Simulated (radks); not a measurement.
Problem. These are the eigenvalues of the occupied orbitals of an atom or ion with whole-number occupations (eV). All-electron calculation, scalar-relativistic Kohn-Sham, PBE, spin-unpolarised, spherical densities, point nucleus. Program: a radial shooting solver on a logarithmic mesh with Libxc functionals.

| orbital | eigenvalue |
|---|---|
| 1s | -21810.32 |
| 2s | -3907.557 |
| 2p | -3599.851 |
| 3s | -1307.300 |
| 3p | -1206.921 |
| 3d | -1062.246 |

Which element is it, and in what charge state? The configuration may be excited.

Solution. Z = 43, technetium, charge +23: Tc23+ in [Ar] 3d2. The list shows which subshells hold electrons but not how many an open one holds; the 1s level, -801.51 hartree, gives Z - s = 40.0 by -(Z - s)^2/2, which with screening and relativity narrows Z to a few neighbours, and the depths of the outer levels then fix element, charge and occupations together.
